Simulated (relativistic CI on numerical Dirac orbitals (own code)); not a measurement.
# Eu28+: computed level list

Computed by Dirac-Coulomb-Breit CI, KLI orbitals optimised for each configuration, model QED, unscaled Slater integrals (own radial code, finite nucleus).

CI space (outside the closed core [Ar] 3d10): 4s2 4p5, 4s 4p6, 4s2 4p4 4d, 4s 4p5 4d, 4s2 4p4 4f, 4s 4p5 4f, 4p6 4d, 4s 4p4 4d2, 4s2 4p3 4d 4f, 4p6 4f, 4s2 4p4 5s, 4p5 4d 4f, 4p6 5s, 4s2 4p4 5p, 4s 4p4 4f2, 4s 4p4 4d 5s, 4s 4p5 5s, 4s2 4p3 4f 5s, 4s2 4p4 5d, 4s 4p5 5p, 4s2 4p4 5f, 4s2 4p4 5g, 4s 4p5 5d, 4s2 4p4 6s, 4p5 4f 5s, 4s 4p5 5f, 4s2 4p4 6p, 4s2 4p3 4d2, 4s2 4p2 4d3, 4s 4p3 4d3, 4s2 4p2 4d2 4f, 4s 4p3 4d2 4f, 4s2 4p2 4d2 5s, 4p5 4d2, 4p4 4d3, 4p4 4d2 4f, 4p4 4d2 5s, 4p5 4d 5s, 4p4 4d 4f 5s, 4p4 4d 5s2, 4s2 4p3 5s2, 4s2 4p2 4d 5s2, 4s 4p3 4d 5s2, 4s2 4p2 4f 5s2, 4s 4p3 4f 5s2. Double excitations out of closed p, d and f shells are left out; levels of such configurations are missing from the list, as are those of other unlisted configurations, and high levels can miss mixing partners. These lack a partner that the ground configuration has and come out too high: 4s2 4p4 5p, 4s 4p5 5s, 4s2 4p4 5d, 4s 4p5 5p, 4s2 4p4 5f.

The lowest level is 4s2 4p5 2P°_3/2, with 98 % of that term; Hund's rules for 4s2 4p5 give 2P° with J = 3/2, in agreement.

```tsv
No.	Configuration	Term	J	E (cm⁻¹)	%	Next component (%)	jj configuration (%)
1	4s2 4p5	2P°	3/2	0	98	1 4s2 4p3 4d2 2P°	4p3/2^3 (98)
2	4s2 4p5	2P°	1/2	306991	98	1 4s2 4p3 4d2 2P°	4p1/2 4p3/2^4 (98)
3	4s 4p6	2S	1/2	853150	59	24 4s2 4p4 4d 2S	4s (59)
4	4s2 4p4 4d	4D	3/2	895919	41	29 2D	4p3/2^2 4d3/2 (97)
5	4s2 4p4 4d	4D	5/2	904633	52	17 2D	4p3/2^2 4d3/2 (85)
6	4s2 4p4 4d	2P	1/2	922069	51	22 4D	4p3/2^2 4d3/2 (55)
7	4s2 4p4 4d	4F	7/2	925268	36	22 4D	4p3/2^2 4d3/2 (85)
8	4s2 4p4 4d	2F	7/2	966363	50	36 4D	4p3/2^2 4d5/2 (85)
9	4s2 4p4 4d	4F	9/2	974074	71	28 2G	4p3/2^2 4d5/2 (98)
10	4s2 4p4 4d	2D	3/2	974449	56	19 4F	4p3/2^2 4d3/2 (88)
11	4s2 4p4 4d	4P	1/2	1045978	48	29 2P	4p3/2^2 4d5/2 (51)
12	4s2 4p4 4d	2D	5/2	1052461	49	25 4P	4p3/2^2 4d5/2 (96)
13	4s2 4p4 4d	2D	3/2	1071485	37	26 4P	4p3/2^2 4d5/2 (77)
14	4s2 4p4 4d	2F	5/2	1085261	29	25 4F	4p3/2^2 4d5/2 (68)
15	4s2 4p4 4d	4D	1/2	1170356	75	19 2P	4p1/2 4p3/2^3 4d3/2 (94)
16	4s2 4p4 4d	4D	3/2	1199298	35	23 2P	4p1/2 4p3/2^3 4d3/2 (89)
17	4s2 4p4 4d	2F	5/2	1232209	40	36 4F	4p1/2 4p3/2^3 4d3/2 (94)
18	4s2 4p4 4d	2G	7/2	1237175	59	22 2F	4p1/2 4p3/2^3 4d3/2 (97)
19	4s2 4p4 4d	4F	7/2	1256577	37	37 4D	4p1/2 4p3/2^3 4d5/2 (96)
20	4s2 4p4 4d	2P	3/2	1278586	48	26 4P	4p1/2 4p3/2^3 4d5/2 (96)
21	4s2 4p4 4d	2F	5/2	1293638	48	22 4P	4p1/2 4p3/2^3 4d5/2 (96)
22	4s2 4p4 4d	2G	9/2	1296381	71	28 4F	4p1/2 4p3/2^3 4d5/2 (98)
23	4s2 4p4 4d	2D	5/2	1314205	52	25 4P	4p1/2 4p3/2^3 4d5/2 (96)
24	4s2 4p4 4d	2F	7/2	1342468	79	9 4F	4p1/2 4p3/2^3 4d5/2 (96)
25	4s2 4p4 4d	2S	1/2	1355652	53	18 2P	4p1/2 4p3/2^3 4d3/2 (73)
26	4s2 4p4 4d	2P	3/2	1357455	66	14 4F	4p1/2 4p3/2^3 4d3/2 (65)
27	4s2 4p4 4d	2D	5/2	1373102	73	16 2F	4p1/2 4p3/2^3 4d3/2 (80)
28	4s2 4p4 4d	2D	3/2	1425342	70	13 4F	4p1/2 4p3/2^3 4d5/2 (56)
29	4s2 4p4 4d	2P	1/2	1478826	78	17 2S	4p1/2 4p3/2^3 4d5/2 (83)
30	4s2 4p4 4d	2D	5/2	1632910	46	18 2F	4p3/2^4 4d5/2 (95)
31	4s2 4p4 4d	2D	3/2	1662437	68	14 2P	4p3/2^4 4d3/2 (80)
32	4s 4p5 4d	4P°	1/2	1745600	79	12 4s2 4p3 4d2 4P°	4s 4p3/2^3 4d3/2 (81)
33	4s 4p5 4d	4P°	3/2	1761619	57	19 4D°	4s 4p3/2^3 4d3/2 (67)
34	4s 4p5 4d	4D°	5/2	1790795	36	20 4P°	4s 4p3/2^3 4d3/2 (68)
35	4s 4p5 4d	4F°	7/2	1796572	51	20 2F°	4s 4p3/2^3 4d3/2 (72)
36	4s2 4p3 4d2	4D°	1/2	1813619	25	19 4s 4p5 4d 2P°	4p3/2 4d3/2^2 (58)
37	4s 4p5 4d	4F°	5/2	1823267	18	18 2F°	4p3/2 4d3/2^2 (46)
38	4s 4p5 4d	4F°	9/2	1827946	81	9 4s2 4p3 4d2 4F°	4s 4p3/2^3 4d5/2 (81)
39	4s2 4p3 4d2	4F°	3/2	1834139	19	14 2D°	4p3/2 4d3/2^2 (54)
40	4s 4p5 4d	4P°	5/2	1853539	27	27 2D°	4s 4p3/2^3 4d5/2 (56)
41	4s2 4p3 4d2	4F°	3/2	1857701	17	16 2D°	4p3/2 4d3/2^2 (44)
42	4s2 4p3 4d2	2F°	7/2	1859623	18	16 6F°	4p3/2 4d3/2^2 (65)
43	4s 4p5 4d	4D°	7/2	1879700	37	24 2F°	4s 4p3/2^3 4d5/2 (62)
44	4s 4p5 4d	2D°	3/2	1895407	20	14 4s2 4p3 4d2 4D°	4s 4p3/2^3 4d5/2 (30)
45	4s 4p5 4d	2D°	5/2	1904427	24	15 2F°	4s 4p3/2^3 4d3/2 (36)
```

Energies count from the lowest computed level; ° marks odd parity. Filled j subshells are mostly left out of the jj labels.

The mean weight of the leading LS term, summed over parents, in these 45 levels is 51 %, and that of the leading jj configuration (from the same eigenvectors) 77 %, so jj coupling describes them better and the LS labels are nominal.

At this charge energies of transitions that change n are usually good to better than 1 %, and those within a shell (Δn = 0) to a few per cent.

LS names give the leading component of a level, which can be under half, so a name can repeat, a term be missing and a line seem to break the LS rules.
